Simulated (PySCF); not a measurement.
Positional isomers: butadiene chloro+silyl. All species are isolated molecules in the gas phase. One relaxed conformer stands for each flexible species; it need not be the lowest. Strings in code marks are SMILES.

The HOMO–LUMO gap from two functionals at the same geometries (CAM-B3LYP-D3(BJ)/def2-TZVP), both in PySCF: PBE-D3(BJ)/def2-TZVP and CAM-B3LYP-D3(BJ)/def2-TZVP. 

| species | PBE-D3(BJ)/def2-TZVP (eV) | CAM-B3LYP-D3(BJ)/def2-TZVP (eV) |
|---|---|---|
| `C=C/C(Cl)=C/[SiH3]` (C–C–C–Cl torsion 0°) | 3.71 | 7.90 |
| `C=C/C([SiH3])=C/Cl` (C–C–C–Si torsion 0°) | 3.74 | 7.96 |
| `C=C/C=C(/[SiH3])Cl` (C–C–C–C torsion 180°) | 3.59 | 7.78 |
| `C=C/C=C(\[SiH3])Cl` (C–C–C–C torsion 180°) | 3.59 | 7.78 |

Over these rows, drawn at random from the members with no instability flagged (it was tested for open shells, ions and some series alone), PBE minus CAM-B3LYP-D3(BJ): mean -4.20 eV, from -4.22 eV to -4.19 eV.
